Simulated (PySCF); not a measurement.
## Worked example: oscillator strength and radiative lifetime

C2H6O2Si, SMILES C1OC[SiH]1O.

Coordinates come from a PBE0-D3(BJ)/def2-SVP optimisation. This is a generated structure with no PubChem entry under its InChIKey; it may be hypothetical. The values are those of a single conformer.

PySCF 2.14.0 with TDA-M06-2X/def2-SVPD puts the first singlet state with f over 0.02 at 7.66 eV (vertical), with the transition dipole (-0.067, -0.397, 0.000) in atomic units.

### Question
Find the oscillator strength, the wavelength and the radiative lifetime that this transition would have in vacuum if emission retraced absorption.

### Answer

|μ|² = 0.1621 au, so |μ| = 1.02 D. ΔE = 7.66/27.211 = 0.2815 hartree. f = (2/3) ΔE |μ|² = 0.030 (the program prints 0.030).
λ = 1239.84/7.66 = 162 nm; ν = 61782 cm⁻¹.
Einstein's coefficient A = 0.6670 ν² f s⁻¹ (ν in cm⁻¹) = 7.7e7 s⁻¹, so τ = 1/A = 13 ns. This state is S5; the lower singlets have f = 0.002, 0.006, 0.001, 0.001. The figure is the radiative limit of this one transition; relaxation, internal conversion, crossing to triplets and a medium change what is measured.
